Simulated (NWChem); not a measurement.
System: C4H2BCl; SMILES C#CB(C#C)Cl

The following NWChem deck was run.

```
start job
memory heap 200 mb stack 900 mb global 1100 mb
geometry units angstroms noautosym nocenter noautoz
  B      0.006150    -0.000086     0.000000
  C      0.746716     1.326284     0.000000
  C      1.357245     2.394616     0.000000
  H      1.889692     3.337088     0.000000
  C      0.744405    -1.327743     0.000000
  C      1.353061    -2.397143     0.000000
  H      1.883723    -3.340633     0.000000
  Cl    -1.765449     0.001400     0.000000
end
basis spherical
  * library 6-31g*
end
dft
  xc hfexch
  iterations 150
  mulliken
end
task dft energy
esp
  recalculate
  probe 0.07
  range 0.3
  factor 1.0
  spacing 0.02
end
task esp
```

Excerpt of the output:

```
             Northwest Computational Chemistry Package (NWChem) 7.3.0
             --------------------------------------------------------

                             Geometry "geometry" -> ""
                             -------------------------

 Output coordinates in angstroms (scale by  1.889725989 to convert to a.u.)

  No.       Tag          Charge          X              Y              Z
 ---- ---------------- ---------- -------------- -------------- --------------
    1 B                    5.0000     0.00615000    -0.00008600     0.00000000
    2 C                    6.0000     0.74671600     1.32628400     0.00000000
    3 C                    6.0000     1.35724500     2.39461600     0.00000000
    4 H                    1.0000     1.88969200     3.33708800     0.00000000
    5 C                    6.0000     0.74440500    -1.32774300     0.00000000
    6 C                    6.0000     1.35306100    -2.39714300     0.00000000
    7 H                    1.0000     1.88372300    -3.34063300     0.00000000
    8 Cl                  17.0000    -1.76544900     0.00140000     0.00000000

 Effective nuclear repulsion energy (a.u.)     191.6368142650

  xc_inp: hfexch multiplicative factor not found.

                                 NWChem DFT Module
                                 -----------------

 Summary of "ao basis" -> "ao basis" (spherical)
 ------------------------------------------------------------------------------
       Tag                 Description            Shells   Functions and Types
 ---------------- ------------------------------  ------  ---------------------
 B                           6-31g*                  6       14   3s2p1d
 C                           6-31g*                  6       14   3s2p1d
 H                           6-31g*                  2        2   2s
 Cl                          6-31g*                  8       18   4s3p1d

            General Information
            -------------------
          SCF calculation type: DFT
          Wavefunction type:  closed shell.
          No. of atoms     :     8
          No. of electrons :    48
           Alpha electrons :    24
            Beta electrons :    24
          Charge           :     0
          Spin multiplicity:     1
          Use of symmetry is: off; symmetry adaption is: off
          Maximum number of iterations: 150
          AO basis - number of functions:    92
                     number of shells:    42
          Convergence on energy requested:  1.00D-06
          Convergence on density requested:  1.00D-05
          Convergence on gradient requested:  5.00D-04

              XC Information
              --------------
                     Hartree-Fock (Exact) Exchange  1.000

      Superposition of Atomic Density Guess
      -------------------------------------

 Sum of atomic energies:        -635.61415288

      Non-variational initial energy
      ------------------------------

 Total energy =    -638.113497
 1-e energy   =   -1250.948175
 2-e energy   =     421.197864
 HOMO         =      -0.318391
 LUMO         =      -0.061517

     ---------------------------------------------
      Total Density - Mulliken Population Analysis
     ---------------------------------------------

    Atom       Charge   Shell Charges
 -----------   ------   -------------------------------------------------------
    1 B    5     4.55   2.00  0.58  1.04  0.40  0.46  0.07
    2 C    6     6.18   2.00  0.75  1.92  0.68  0.81  0.02
    3 C    6     6.19   2.00  0.75  1.79  0.65  0.98  0.03
    4 H    1     0.72   0.42  0.30
    5 C    6     6.18   2.00  0.75  1.92  0.68  0.81  0.02
    6 C    6     6.19   2.00  0.75  1.79  0.65  0.98  0.03
    7 H    1     0.72   0.42  0.30
    8 Cl  17    17.28   2.00  2.00  5.98  1.38  3.69  0.54  1.68  0.01

[...]

                     NWChem Electrostatic Potential Fit Module
                     -----------------------------------------

 Atom parameters

 Number of atoms is                                    8
 Number of basis functions is                         92

 Grid parameters

 Maximum number of grid points is                  37855
 Number of grid points is                          37854
 Grid range                                     0.300000 nm
 Grid spacing                                   0.020000 nm
 Probe radius                                   0.070000 nm
 Atom radius factor                             1.000000

 Atomic radii

    1    0.100000
    5    0.158000
    6    0.147000
   17    0.169000
 FASTESP  F
  using M.O. file = ./job.movecs

    Atom              Coordinates                           Charge

                                                  ESP

    1 B     0.000615   -0.000009    0.000000    0.741998
    2 C     0.074672    0.132628    0.000000   -0.278631
    3 C     0.135725    0.239462    0.000000   -0.241063
    4 H     0.188969    0.333709    0.000000    0.287951
    5 C     0.074441   -0.132774    0.000000   -0.277338
    6 C     0.135306   -0.239714    0.000000   -0.241707
    7 H     0.188372   -0.334063    0.000000    0.287862
    8 Cl   -0.176545    0.000140    0.000000   -0.279072
                                            ------------
                                                0.000000

 Dipole moment                                  0.973031

 Quadrupole moment Qxx                        -14.294924
                   Qyy                         21.443682
                   Qzz                         -7.148758

 RMS deviation kJ/mol                           0.070991

 RRMS %                                        30.005335
```

Level: Hartree-Fock/6-31G* (spherical d). Coordinates come from a PBE-D3(BJ)/def2-SVP optimisation.
